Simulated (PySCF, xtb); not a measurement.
C3H3BrClF, SMILES C(/F)(Cl)=C(/C)Br.

Harmonic wavenumbers (cm⁻¹) from GFN2-xTB (xtb) at its own minimum, in rising order: 124, 128, 140, 267, 302, 319, 374, 450, 497, 765, 1012, 1031, 1084, 1120, 1398, 1446, 1458, 1682, 3006, 3020, 3053.

Problem. What does PBE-D3(BJ)/def2-SVP (PySCF 2.14.0) give at its own minimum? (Estimate from the structure and the level; the computed values follow.)

Solution. 127, 149, 160, 286, 292, 350, 407, 509, 526, 799, 1001, 1018, 1085, 1173, 1340, 1394, 1401, 1676, 2972, 3049, 3091. Paired by order, the mean absolute difference is 29 cm⁻¹ and the zero-point energies are 32.4 and 32.6 kcal/mol.
